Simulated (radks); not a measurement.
Question: Valence configurations of the chlorine ion Cl+ (all share [Ne]). Calculated with a radial shooting solver on a logarithmic mesh with Libxc functionals: scalar-relativistic Kohn-Sham, PBE, spin-polarised, spherical densities, finite nucleus; open shells are filled with parallel spins first; Fermi nuclear charge, rms radius 3.3654 fm. Order these by energy: 3s0.5 3p5.5; 3s1.5 3p4.5; 3s1 3p5; 3p6; 3s2 3p4.

Answer: From the lowest, in eV above it: 3s2 3p4 0.000; 3s1.5 3p4.5 6.293; 3s1 3p5 12.589; 3s0.5 3p5.5 19.848; 3p6 26.543. NIST lists [Ne] 3s2 3p4 as the ground configuration; this level of theory agrees among the configurations tried. The energies are those of spherical high-spin densities, not of single terms.
